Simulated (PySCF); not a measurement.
Estimate the missing entries of this data sheet.

(FSi)4S6 adamantane, F₄S₆Si₄.
Z-matrix (Å and degrees, PBE0-D3(BJ)/def2-SVP geometry), rows numbered from 1:
```
Si
F   1  1.6068
S   1  2.1306  2  105.17
Si  3  2.1301  1  100.71  2  -179.59
F   4  1.6066  3  105.19  1   179.61
S   4  2.1302  3  113.20  1   -66.13
Si  6  2.1308  4  100.59  3    65.97
F   7  1.6065  6  105.01  4   179.77
S   1  2.1296  2  105.16  3   119.93
S   7  2.1298  6  113.50  4    65.67
Si 10  2.1302  7  100.66  6   -65.82
F  11  1.6067 10  104.97  7   180.00
S  11  2.1301 10  113.45  7   -65.76
S  11  2.1296 10  113.56  7    65.86
```

```csv
property,level,value
point group,PBE0-D3(BJ)/def2-SVP,Td
"rotational constants A, B, C",PBE0-D3(BJ)/def2-SVP,"0.285, 0.285, 0.285 GHz"
dipole moment,PBE0/def2-SVPD,0.00 D by symmetry (numerical residue 0.01 D)
HOMO energy,PBE0/def2-SVPD,?
LUMO energy,PBE0/def2-SVPD,?
lowest singlet excitation,TDDFT PBE0/def2-SVPD,"3.92 eV (316 nm, f = 0.000 summed over 3 states within 0.01 eV)"
strongest line among the 10 lowest singlet transitions,TDDFT PBE0/def2-SVPD,?
lowest triplet excitation (Tamm–Dancoff),TDA PBE0/def2-SVPD,3.83 eV
static isotropic polarisability,PBE0/def2-SVPD,?
vertical ionisation energy,ΔSCF PBE0/def2-SVPD,9.82 eV
vertical electron affinity,ΔSCF PBE0/def2-SVPD,?
electronic spatial extent ⟨r²⟩ about the centre of nuclear charge,PBE0/def2-SVPD,5005 bohr²
"isotropic shieldings of nuclei other than C and H, by class",GIAO PBE0/pcSseg-1,"316 (F2/F5/F8/F12), 322 (Si1/Si4/Si7/Si11), 500 (S3/S6/S9/S10/S13/S14) ppm"
```

The electronic properties come from PySCF, for the isolated species, density fitting.

Q: What is the static isotropic polarisability?

A: 192.1 au.

Q: What is the LUMO energy?

A: -3.16 eV.

Q: Give the vertical electron affinity.

A: 1.83 eV.

Q: The strongest line among the 10 lowest singlet transitions?

A: S4/S5/S6 at 4.84 eV (256 nm, f = 0.021 summed over these states).

Q: Give the HOMO energy.

A: -8.31 eV.

The vertical singlet–triplet gap S1 − T1 is 0.09 eV (TDDFT singlet less Tamm–Dancoff triplet). No computed singlet falls in the visible range (750 to 380 nm, 1.65 to 3.26 eV); S1 lies 0.66 eV above its blue end. The ΔSCF ionisation energy exceeds −ε(HOMO) by 1.51 eV with PBE0. The rotational constants are those of a spherical top. With B = h/(8π²I), that is 505.379 GHz u Å² over I, the principal moments of inertia are 1773.2, 1774.6 and 1775.5 u Å² (most abundant isotopes). The 10 singlets span 3.92 to 5.59 eV, and their oscillator strengths add up to 0.02.

One conformer stands for the species.
